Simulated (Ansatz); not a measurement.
```yaml
crystal:
  periodic: [false, false, false]
  atoms:
    - {symbol: F, position_ang: [-0.806586, -1.369732, 1.296832]}
    - {symbol: Hf, position_ang: [0.322375, -0.500380, 0.049301]}
    - {symbol: F, position_ang: [2.143708, -0.779863, 0.471131]}
    - {symbol: F, position_ang: [-0.094853, -1.181914, -1.667648]}
    - {symbol: Se, position_ang: [-0.081318, 2.044838, 0.112318]}
    - {symbol: H, position_ang: [-1.483315, 1.787061, -0.261934]}
basis:
  gaussian: {orbitals: def2-mTZVPP}
total_charge: 1
magnetization: {spin_polarized: true, initial_magnetization: 7}
hamiltonian: {xc: {name: revPBE0}, dispersion: d4}
```

```sh
$ ansatz run in.yaml --threads 4 --pin off --events-out ev --progress --plain --max-ram 10444MiB
```

Shortened log:

```
Functional definition: revPBE0
1407 factors; integrals over basis functions are off by at most 8.4e-4 eV
mean field evaluation 1: about -74768.1548 eV, gradient 6.6e1 eV
mean field evaluation 2: about -74218.2581 eV, gradient 2.7e2 eV
mean field evaluation 4: about -74739.1558 eV, gradient 1.1e2 eV
mean field evaluation 8: about -74792.7377 eV, gradient 1.5e1 eV
mean field evaluation 16: about -74794.1806 eV, gradient 6.2e-3 eV
mean field evaluation 96: about -74794.1805 eV, gradient 7.4e-2 eV
mean field -74794.18060508 eV, -2748.6354399201 hartree, gradient 9.3e-6 eV, S^2 15.765888; 8 other end points of the search recorded, 0 dependent functions left out
reference -74794.18067853 eV, -2748.6354426195 hartree; 40, 33 occupied and 109, 116 virtual orbitals, 1407 factors
Total energy: -74794.42059585 eV, -2748.6442594184 hartree
```

In this input the spin is set far too high for this molecule. Self-consistency was reached. The result belongs to that input, not to the molecule as meant.
